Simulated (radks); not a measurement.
Values are calculated unless marked as measured or tabulated.
All-electron atom: neutral sulfur in [Ne] 3s2 3p4 (the NIST ground configuration).

Level of theory: Dirac Kohn-Sham, PBE, spin-unpolarised, spherical densities, finite nucleus; open shells are shared between the two j in proportion to 2j + 1; Fermi nuclear charge, rms radius 3.2611 fm (a radial shooting solver on a logarithmic mesh with Libxc functionals).

Energy parts (hartree):
total: -399.04651
kinetic: 400.80785
electron-nucleus: -951.69277
Hartree: 177.30963
exchange-correlation: -25.47121

Orbitals (lengths in bohr, moments of r in powers of bohr; <r^-3> diverges for s and p1/2):
orbital     occ.  eigenvalue (hartree)      <r>  <r^-3>    <r^2>  small-component weight
1s1/2          2             -88.40795  0.09687       -  0.01263                3.23e-03
2s1/2          2              -7.77922   0.4789       -   0.2730                4.92e-04
2p1/2          2              -5.78146   0.4410       -   0.2433                4.71e-04
2p3/2          4              -5.73506   0.4433   80.59   0.2457                4.67e-04
3s1/2          2              -0.63413    1.694       -    3.343                7.25e-05
3p1/2    1.33333              -0.25960    2.065       -    5.143                5.12e-05
3p3/2    2.66667              -0.25653    2.075   5.396    5.193                5.08e-05

The highest occupied level is 3p3/2 at -6.980 eV. Summed over all electrons, <r^2> = 29.43 bohr^2, which gives a Langevin (diamagnetic) susceptibility term of -23.3 x 10^-6 cm^3/mol.
